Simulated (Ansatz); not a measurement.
The Ga1–H2 bond of BrGaH2 (SMILES [GaH2][Br]) is stretched (multiplicity 1, the rest rigid).
Geometry at rest (charge 0, multiplicity 1):
```xyz
4

Ga    -0.627    -0.976     0.156
H     -0.071    -1.959     1.229
H     -1.896    -1.102    -0.738
Br     0.612     0.952    -0.153
```

Correlated levels freeze the cores. Filled d and f shells under p-block atoms count as core.

Programs: Ansatz (Gaussian basis) for Hartree–Fock, density functionals and correlated methods. Values without a source in brackets are computed.

FIC-MRCISD+Q on CASSCF(2,2)/cc-pVTZ, total energies (hartree):

| R (Å) | CASSCF | MRCISD | weight c² of the reference |
|---|---|---|---|
| 1.557 | -4496.976903 | -4497.212223 | 0.90569 |
| 2.726 | -4496.893186 | -4497.119828 | 0.90520 |
| 4.984 | -4496.860170 | -4497.083313 | 0.90588 |

Problem. Add the Davidson correction (E_MRCISD − E_CASSCF)(1 − c²)/c² and give the energies above the first point at the three levels.

Solution. 
Corrections (hartree): -0.024504, -0.023737, -0.023184. Above the first point (kcal/mol):
- R = 2.726 Å: CASSCF 52.5, MRCISD 58.0, with the correction 58.5
- R = 4.984 Å: CASSCF 73.3, MRCISD 80.9, with the correction 81.7

Ansatz is an electronic-structure program.
